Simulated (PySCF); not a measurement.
## A search over the determinants of LiIn⁺

Unrestricted PBE0; PySCF, scalar-relativistic core potentials, basis sets Li cc-pVDZ, In cc-pVDZ-PP with ECP28. Outer shells of the fragments: Li+ closed shells only; In 4d10 5s2 5p1.

Followed along the bond (rough minima from three points):

| 2Ms+1 | unpaired | ⟨S²⟩ at the start | R at minimum (Å) | Te (eV) |
| --- | --- | --- | --- | --- |
| 2 | σ ↑ | 0.75 | 3.23 | 0.00 |
| 2 | π ↑ | 0.75 | 2.93 | 1.15 |
| 4 | σ ↑↑, π ↑ | 3.75 | 3.21 | 4.81 |

Solutions found at the starting distance of 2.775 Å, counted from the lowest of them; the search is not exhaustive and high or unbound solutions are not listed, so other states can lie among these:

```
2Ms+1   unpaired   term  E (eV)  ⟨S²⟩  ⟨Lz²⟩  μ (D)
    2        σ ↑    ²Σ⁺    0.00  0.75   0.00  -7.97
    2        π ↑     ²Π    1.03  0.75   1.00  -8.00
    4  σ ↑↑, π ↑     ⁴Π    4.81  3.75   1.00  -8.14
    4  σ ↑, π ↑↑    ⁴Σ⁻    5.88  3.75   0.00  -8.09
    2  σ ↑↑, π ↓  mixed    5.89  1.75   1.00  -8.04
    4      σ ↑↑↑    ⁴Σ⁺    8.05  3.75   0.00   2.38
    4  σ ↑, π ↑↑  mixed    9.52  3.75   2.00  -0.35
```

A term symbol is given only where ⟨S²⟩ and ⟨Lz²⟩ are close to those of a pure state; real π, δ and φ orbitals otherwise mix terms. A positive dipole points towards In; it is taken about the centre of mass and depends on that origin.

Q: Compare the gap between the two lowest followed solutions at the starting distance with the gap between their minima.

A: At PBE0 the second solution (doublet, unpaired electrons π ↑) lies +1.03 eV from the first (doublet, unpaired electrons σ ↑) at 2.775 Å and +1.15 eV at the minima; the two curves relax by different amounts, since their minima lie near 2.93 and 3.23 Å.

Spin–orbit coupling is left out. Counting both spins, an empty level lies below a filled one in some of these solutions, because spin and occupation are held.
